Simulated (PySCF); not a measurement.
## Si⁺: excitation energy

Si⁺ [Ne] 3s2 3p1 (2P) → Si⁺ [Ne] 3s2 3d1 (2D), as a difference of total energies. Calculation: PySCF 2.14, in aug-cc-pV(D+d)Z; the non-relativistic Hamiltonian (point nucleus). Correlated levels: valence: [Ne] frozen. The calculations carry no spin-orbit coupling.

| method | excitation energy (eV) | error (eV) |
| --- | --- | --- |
| UHF | 9.214 | -0.600 |
| LDA | 8.400 | -1.414 |
| PBE | 8.318 | -1.496 |
| PBE0 | 8.602 | -1.212 |
| r2SCAN | 8.656 | -1.158 |
| TPSSh | 8.630 | -1.184 |
| BLYP | 8.261 | -1.553 |
| B3LYP | 8.515 | -1.299 |
| M06-2X | 8.628 | -1.186 |
| MP2 (valence) | 9.090 | -0.724 |
| SCS-MP2 (valence) | 9.043 | -0.771 |

Reference: 9.814 eV (measured; NIST levels, between the centres of gravity of the two terms).

Errors of the correlated levels include the incompleteness of this basis and the frozen core.
